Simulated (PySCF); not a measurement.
C3H8AlF, SMILES C[CH](C)[AlH][F]. Atoms are numbered in the order given.

```xyz
13

Al    -0.3760     1.0866     0.1264
F      0.6616     2.0172    -0.8001
H     -1.3517     1.8873     1.0792
C     -0.3229    -0.8672    -0.0742
C     -0.7150    -1.5941     1.2242
C      1.0017    -1.3915    -0.6520
H     -1.1196    -1.0723    -0.8207
H     -0.7974    -2.6846     1.0656
H      0.0393    -1.4445     2.0165
H     -1.6822    -1.2483     1.6256
H      1.2622    -0.9047    -1.6051
H      0.9575    -2.4807    -0.8337
H      1.8422    -1.2166     0.0416
```
Charge 0, spin multiplicity 1.

The structure is a stationary point at B3LYP-D3(BJ)/def2-SVP. The structure was generated by enumeration; whether it is a known compound was not checked. One conformer was computed; it need not be the lowest.

Two levels are set side by side: PBE/pcSseg-1 (PySCF) and PBE0/pcSseg-1 (PySCF). GIAO shifts against CFCl3 (¹⁹F), TMS (¹H), TMS (¹³C) at the same level; non-relativistic, no solvent, atoms listed together averaged. Differences are taken from unrounded values.

| quantity | PBE |
|---|---|
| δ(¹⁹F) of F2 (ppm) | -139.9 |
| δ(¹H) of H3 (ppm) | 5.23 |
| δ(¹³C) of C4 (ppm) | 21.4 |
| δ(¹³C) of C5, C6 (ppm) | 21.7 |
| δ(¹H) of H7 (ppm) | 0.72 |

Task: These are the PBE values. What does PBE0 give? (Estimate from the structure and the level; the computed values follow.)

Result: 
| quantity | PBE0 | PBE minus PBE0 |
|---|---|---|
| δ(¹⁹F) of F2 (ppm) | -138.3 | -1.6 |
| δ(¹H) of H3 (ppm) | 5.01 | 0.22 |
| δ(¹³C) of C4 (ppm) | 17.2 | 4.3 |
| δ(¹³C) of C5, C6 (ppm) | 20.9 | 0.8 |
| δ(¹H) of H7 (ppm) | 0.54 | 0.17 |

Rough cost on one machine, each run with all the roots and properties that it gave: PBE0 against PBE within a factor of 2.
